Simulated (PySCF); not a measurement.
# Electronic structure of O(5+) (oxygen, charge +5) at the UHF level

Configuration: [He] 2s1, 2S determinant. All numbers are calculated (PySCF 2.14, scalar relativity by spin-free X2C-1e, in an uncontracted even-tempered set (20 s from 0.3 bohr⁻², ratio 2.2; 9 p from 0.53 bohr⁻², ratio 2.4; 6 d from 1.6 bohr⁻², ratio 2.4; 5 f from 2.4 bohr⁻², ratio 2.4; 5 g from 3.6 bohr⁻², ratio 2.4)).

```
Total energy             : -64.228133 hartree
One-electron energy      : -71.6942 hartree
Hartree (Coulomb) energy : 12.8742 hartree
Exchange energy          : -5.4082 hartree
⟨S²⟩                     : 0.7500
⟨L²⟩                     : 0.000
Sum of ⟨r⟩               : 1.287 bohr
Sum of ⟨r²⟩              : 1.035 bohr²
Time after the integrals : about 6 core-seconds
```

| shell | electrons | mean orbital energy (eV) | rms radius, mean of both spins (bohr) |
| --- | --- | --- | --- |
| 1s α | 1 | -705.08 | 0.228 |
| 1s β | 1 | -701.49 | 0.228 |
| 2s α | 1 | -138.01 | 0.965 |
